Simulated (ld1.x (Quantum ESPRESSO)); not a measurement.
**What the settings do to the TM potential of chlorine**

Base potential:

ld1.x (Quantum ESPRESSO) 7.5 input, shortened:

```
&input
   title='Cl', zed=17., rel=1, dft='PBESOL', iswitch=3,
   config='[Ne] 3s2 3p5 3d-2'
 /
 &inputp
   pseudotype=2, tm=.true., lloc=0,
   nlcc=.true., rcore=0.35
 /
3
2P  2  1   6.00   0.00  0.50  0.50  0.0
3D  3  2  -2.00   0.15  0.70  0.70  0.0
2S  1  0   2.00   0.00  0.65  0.65  0.0
 &test
   configts(1)='2s2 2p6 3s2 3p5'
 /
```

Occupied shells without a wave of their own: 3p, 3s. They enter only through the test configuration that unscreens the potential, and ld1.x also counts them in the model core charge.

All-electron outer shells of the reference configuration (PBEsol, scalar-relativistic, ld1.x):

| shell | level (eV) | outermost node (bohr) | outermost maximum (bohr) |
| --- | --- | --- | --- |
| 1s | -2746.82 | – | 0.06 |
| 2s | -252.19 | 0.12 | 0.36 |
| 2p | -191.42 | – | 0.30 |
| 3s | -20.62 | 0.56 | 1.27 |
| 3p | -8.56 | 0.53 | 1.43 |

Cutoffs, loose and tight: the cutoffs (Ry, on a coarse ladder) from which the occupation-weighted sum of valence levels, in a spherical-Bessel basis at the reference potential, stays within 10 and 1 mRy of its value at 400 Ry. They do not see the model core or the augmentation charge, which bear on the density cutoff. Test errors are all-electron minus pseudo excitation energies from the reference, over the configurations 2s2 2p6 3s2 3p4; 2s2 2p6 3s2 3p3; 2s2 2p6 3s2 3p2; 2s2 2p6 3s1 3p5; 2s2 2p6 3s2 3p1; 2s2 2p6 3s1 3p6; 2s1 2p6 3s2 3p5. A dash means not determined; rows that change the core or the reference have their own tests.

With those shells counted twice in exchange and correlation these files are broken, and their errors move erratically; no question is asked of them.

Cutoffs are not given where the Bessel-basis levels miss the radial ones by over 6 mRy, ghosts where they miss by over 20 mRy; a channel whose overlap is not positive is not tested.

```tsv
change	outcome	bound ghosts	largest test error (meV)
base	generated, misses its reference levels by 1.05 eV	not determined	-4751
wave 2s (bound): rc 0.65 bohr becomes 2s (bound): rc 0.44 bohr	generated	not determined	-1919
wave 2s (bound): rc 0.65 bohr becomes 2s (bound): rc 0.50 bohr	generated, misses its reference levels by 0.32 eV	not determined	-2505
wave 2s (bound): rc 0.65 bohr becomes 2s (bound): rc 0.58 bohr	generated, misses its reference levels by 0.68 eV	not determined	-3640
wave 2s (bound): rc 0.65 bohr becomes 2s (bound): rc 0.64 bohr	generated, misses its reference levels by 0.95 eV	not determined	-4446
wave 2s (bound): rc 0.65 bohr becomes 2s (bound): rc 0.76 bohr	generated, misses its reference levels by 1.71 eV	not determined	-6785
wave 2s (bound): rc 0.65 bohr becomes 2s (bound): rc 0.80 bohr	generated, misses its reference levels by 1.92 eV	not determined	-7434
wave 2s (bound): rc 0.65 bohr becomes 2s (bound): rc 0.90 bohr	generated, misses its reference levels by 2.16 eV	not determined	-8179
wave 2s (bound): rc 0.65 bohr becomes 2s (bound): rc 0.96 bohr	generated, misses its reference levels by 2.14 eV	not determined	-8123
```
